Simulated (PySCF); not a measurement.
C2H5NO2Si, SMILES O[Si@@H]1C=NCO1. Coordinates come from a PBE-D3(BJ)/def2-SVP optimisation. The structure was generated by enumeration; whether it is a known compound was not checked. Other conformers were not sampled.

Question: Give the equilibrium geometry at PBE-D3(BJ)/def2-SVP (PySCF confirms it by a frequency run) as bond lengths and angles. (Estimate from the structure and the level; the computed values follow.)

Answer: This is not unique; one that fits is 
Atoms: O1 Si2 C3 N4 C5 O6 H7 H8 H9 H10 H11. Bond lengths (Å): O1–Si2 1.672, O1–H7 0.974, Si2–C3 1.902, Si2–O6 1.696, Si2–H8 1.491, C3–N4 1.292, C3–H9 1.108, N4–C5 1.450, C5–O6 1.419, C5–H10 1.115, C5–H11 1.115. Angles (°): Si2–O1–H7 115.6, O1–Si2–C3 117.5, O1–Si2–O6 114.5, O1–Si2–H8 103.0, C3–Si2–O6 89.7, C3–Si2–H8 119.8, O6–Si2–H8 112.7, Si2–C3–N4 111.2, Si2–C3–H9 130.8, N4–C3–H9 118.0, C3–N4–C5 112.9, N4–C5–O6 114.3, N4–C5–H10 107.9, N4–C5–H11 107.6, O6–C5–H10 110.2, O6–C5–H11 109.6, H10–C5–H11 106.9, Si2–O6–C5 111.8.
Charge 0, spin multiplicity 1.
